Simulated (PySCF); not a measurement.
Ranking problems on computed properties.

Each SMILES stands for a single optimised conformer of the isolated species, non-relativistic unless stated; the electronic structure was computed with PySCF and density fitting.

The conformers computed, where there is a choice (atom-mapped SMILES and torsion angles):
- `[CH3:1][CH2:2][c:3]1[cH:4][c:5]([C:6]#[N:7])[cH:8][cH:9][c:10]1[F:11]`: C1–C2–C3–C4 92°
- `[CH3:1][C:2]#[C:3][CH2:4][S:5][S:6]/[CH:7]=[CH:8]\[CH:9]=[O:10]`: C3–C4–S5–S6 54°, C4–S5–S6–C7 -87°, S5–S6–C7–C8 170°, C7–C8–C9–O10 -179°
- `[SiH3:1][CH2:2][O:3][SiH2:4][SiH2:5][SiH2:6][SiH3:7]`: Si1–C2–O3–Si4 -159°, C2–O3–Si4–Si5 180°, O3–Si4–Si5–Si6 20°, Si4–Si5–Si6–Si7 48°
- `[CH3:1][SiH2:2][Si:3]([SiH3:4])([SiH3:5])[O:6][SiH3:7]`: C1–Si2–Si3–Si4 -157°, Si2–Si3–O6–Si7 57°

The conformers of `FC(F)(F)CC[SiH2]OC[SiH3]` aren't listed.

(1) Rank by HOMO energy, highest first (PBE0/pcSseg-1 at GFN2-xTB geometries).
A. `c12[nH]c(F)cc1scc2`
B. `FC(F)(F)CC[SiH2]OC[SiH3]`
C. `CC#CCSS/C=C\C=O`
D. `CCc1cc(C#N)ccc1F`

(2) Rank by HOMO–LUMO gap, highest first (PBE0/pcSseg-1 at GFN2-xTB geometries).
A. `CC#CCSS/C=C\C=O`
B. `[C@]12(C=C[C@@]1(C=C2)Cl)C`
C. `[SiH3]CO[SiH2][SiH2][SiH2][SiH3]`
D. `C[SiH2][Si]([SiH3])([SiH3])O[SiH3]`

(3) By how much do the two ends of that ranking differ?

(4) Rank by dipole moment, highest first (PBE0/pcSseg-1 at GFN2-xTB geometries).
A. `[SiH3]Cl`
B. `C(/C=C\SSCC#CC)=O`
C. `C[SiH2][Si]([SiH3])([SiH3])O[SiH3]`
D. `c12cc(F)[nH]c1ccs2`

(5) By how much do the two ends of that ranking differ?

(6) Rank by smallest rotational constant, highest first (GFN2-xTB).
A. `[SiH3]Cl`
B. `[C@]12(C=C[C@]2(C=C1)Cl)C`
C. `Fc1cc2sccc2[nH]1`
D. `CCc1cc(C#N)ccc1F`
E. `CC#CCSS/C=C\C=O`
F. `C[SiH2][Si]([SiH3])([SiH3])O[SiH3]`

Results:

(1) A (-5.88 eV), C (-7.09 eV), D (-7.63 eV), B (-8.14 eV).

(2) C (7.27 eV), D (6.41 eV), B (6.29 eV), A (5.22 eV).

(3) By 2.05 eV, between `[SiH3]CO[SiH2][SiH2][SiH2][SiH3]` and `CC#CCSS/C=C\C=O`.

(4) B (4.09 D), D (2.15 D), A (1.51 D), C (1.09 D).

(5) By 3.00 D, between `CC#CCSS/C=C\C=O` and `C[SiH2][Si]([SiH3])([SiH3])O[SiH3]`.

(6) A (6.939 GHz), B (1.589 GHz), C (0.805 GHz), F (0.636 GHz), D (0.571 GHz), E (0.480 GHz).
